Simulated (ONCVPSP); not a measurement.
Logarithmic derivatives: Si (Z = 14), ONCV

ONCVPSP 4.0.1 input, shortened (lines: element, Z, core and valence counts, functional; n l f; lmax; l rc ep ncon nbas qcut; lloc lpopt rc5 dvloc0; l nproj debl; icmod fcfact rcfact), PBEsol, scalar-relativistic:

```
  Si 14.00    3    2  -116133      upf
    1    0    2.00
    2    0    2.00
    2    1    6.00
    3    0    2.00
    3    1    2.00
    2
    0    1.40    0.00    4    7    3.70
    1    1.40    0.00    4    8    7.00
    2    1.40    0.26    4    7    7.90
    1    5    1.40    0.00
    0    2    1.20
    1    0    2.80
    2    3    1.70
    0    0.00    0.00
```

The phase is arctan(r·R′/R) of the radial function R(r), unwrapped; energies in Ha, scanned from -2 to 5 Ha. A pole is an energy at which the radial function vanishes at the test radius. The pseudo phase is shifted by a multiple of π to meet the all-electron one at the reference energy, and phase errors are pseudo minus all-electron; the curves can meet again beyond the range given. Levels narrower than the energy grid can be missing from the lists of poles.

Question: For each channel, where are the poles, and over which energies does the pseudopotential scatter like the atom?

Answer:

```tsv
channel	radius (bohr)	reference energy (Ha)	poles, all-electron	poles, pseudo	unbroken range about the reference energy with phases within 0.05 rad	phase error 1 Ha above the reference energy (rad)
s	1.43	-0.40	4.46	4.02	below 4.5	-0.000
p	1.43	-0.15	4.66	3.02	-1.7 to 0.7	-0.062
d	1.43	0.26	3.86	3.86	the whole range	+0.000
```

Note: ghosts flagged at negative energy: s at -1102.9 eV; GHOST(+) flags only above 600 eV. A true bound ghost makes a file unfit for plane-wave use.

Phases in the d channel:

```
E (Ha)  all-electron  pseudo
 -1.98         1.104   1.104
 -1.80         1.079   1.079
 -1.62         1.051   1.051
 -1.44         1.018   1.018
 -1.26         0.980   0.980
 -1.08         0.935   0.936
 -0.90         0.883   0.883
 -0.72         0.819   0.819
 -0.54         0.742   0.742
 -0.36         0.647   0.647
 -0.18         0.531   0.531
  0.00         0.388   0.388
  0.18         0.216   0.216
  0.36         0.017   0.017
  0.54        -0.196  -0.196
  0.72        -0.407  -0.407
  0.90        -0.600  -0.600
  1.08        -0.764  -0.764
  1.26        -0.900  -0.900
  1.44        -1.012  -1.012
  1.62        -1.102  -1.102
  1.80        -1.177  -1.177
  1.98        -1.239  -1.239
  2.16        -1.291  -1.291
  2.34        -1.336  -1.336
  2.52        -1.375  -1.375
  2.70        -1.410  -1.410
  2.88        -1.440  -1.440
  3.06        -1.468  -1.468
  3.24        -1.494  -1.494
  3.42        -1.518  -1.518
  3.60        -1.540  -1.540
  3.78        -1.562  -1.562
  3.96        -1.582  -1.582
  4.14        -1.603  -1.603
  4.32        -1.623  -1.623
  4.50        -1.643  -1.643
  4.68        -1.664  -1.664
  4.86        -1.686  -1.686
```
